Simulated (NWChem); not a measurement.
NbF$_{6}$ anion; SMILES [F][Nb-]([F])([F])([F])([F])[F]

Program: NWChem. Sets without diffuse functions describe the anion's extra electron poorly. Coordinates come from a B3LYP/def2-SVPD optimisation. Not confirmed as a minimum by frequencies. def2 effective core potentials on Nb; no spin-orbit coupling.

**Question.** Taking PBE0/def2-TZVPP as the yardstick, which of these has the fewest basis functions while keeping “highest occupied level (eV)” within 0.05 eV of it: PBE0/def2-TZVP; PBE0/def2-SVPD; PBE0/def2-SVP?

**Answer.** PBE0/def2-TZVP.
| level | basis functions | highest occupied level (eV) | relative time (rough) |
|---|---|---|---|
| PBE0/def2-SVP | 115 | -6.13 | 1 |
| PBE0/def2-SVPD | 172 | -6.54 | 2 |
| PBE0/def2-TZVP | 226 | -6.37 | 3 |
| PBE0/def2-TZVPP | 242 | -6.33 | 4 |

The yardstick is one finite set, not the basis-set limit.
